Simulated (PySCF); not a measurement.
C₂H₆N₂OSi, SMILES C[Si@@H](N)N=C=O. Atoms are numbered in the order given.

```xyz
12

C     -1.8627    -1.2186     0.1363
Si    -0.7981     0.1504    -0.5564
N     -1.4262     1.6782    -0.0635
N      0.8315    -0.1499    -0.0045
C      1.9576    -0.3045     0.3731
O      3.0609    -0.4594     0.7460
H     -1.8816    -1.1754     1.2378
H     -1.4666    -2.2050    -0.1515
H     -2.8976    -1.1341    -0.2306
H     -0.7308     0.1549    -2.0399
H     -1.0733     2.5322    -0.4856
H     -1.6702     1.8369     0.9101
```
Charge 0, spin multiplicity 1.

Coordinates come from a B3LYP-D3(BJ)/def2-SVP optimisation. The structure was generated by enumeration; whether it is a known compound was not checked. Other conformers were not sampled.

Two levels are set side by side: PBE/pcSseg-1 (PySCF) and PBE0/pcSseg-1 (PySCF). GIAO shifts against H2O (¹⁷O), NH3 (¹⁵N), TMS (²⁹Si), TMS (¹H), TMS (¹³C) at the same level; non-relativistic, no solvent, atoms listed together averaged. Differences are taken from unrounded values.

```
quantity                PBE
--------------------  -----
δ(¹³C) of C1 (ppm)      1.6
δ(²⁹Si) of Si2 (ppm)  -39.6
δ(¹⁵N) of N3 (ppm)     37.7
δ(¹⁵N) of N4 (ppm)     65.1
δ(¹³C) of C5 (ppm)    122.6
δ(¹⁷O) of O6 (ppm)    143.5
δ(¹H) of H10 (ppm)     5.19
```

### Question
These are the PBE values. What does PBE0 give? (The exact figures need the calculation; the answer reports its results.)

### Answer

| quantity | PBE0 | PBE minus PBE0 |
|---|---|---|
| δ(¹³C) of C1 (ppm) | 1.6 | -0.1 |
| δ(²⁹Si) of Si2 (ppm) | -36.0 | -3.6 |
| δ(¹⁵N) of N3 (ppm) | 33.0 | 4.7 |
| δ(¹⁵N) of N4 (ppm) | 59.8 | 5.3 |
| δ(¹³C) of C5 (ppm) | 127.8 | -5.2 |
| δ(¹⁷O) of O6 (ppm) | 137.5 | 6.0 |
| δ(¹H) of H10 (ppm) | 5.01 | 0.18 |

Rough cost on one machine, each run with all the roots and properties that it gave: PBE0 against PBE within a factor of 2.
